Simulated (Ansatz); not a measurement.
A structure relaxed at PBE0-D4/def2-TZVP, charge 0, multiplicity 1:

Cartesian coordinates in Å:
```
C 2.262 -0.834 -1.023
O 0.919 -0.745 -0.598
In 0.273 0.782 0.459
F 1.629 2.063 0.998
O -1.567 1.112 1.042
C -2.620 0.236 0.704
H 2.982 -0.533 -0.254
H 2.462 -1.879 -1.282
H 2.446 -0.223 -1.914
H -3.537 0.639 1.146
H -2.776 0.158 -0.378
H -2.473 -0.776 1.100
```

(1) Give its formula and SMILES.

(2) Summarise the bond lengths by kind.

## Answers

(1) C2H6FInO2, `C[O][In]([F])[O]C`.

(2) 2 × C–O 1.411 Å; 6 × C–H 1.094 to 1.097 Å; 2 × In–O 1.958 to 1.965 Å; 1 × F–In 1.943 Å.

Results of the Gaussian-basis code of Ansatz.
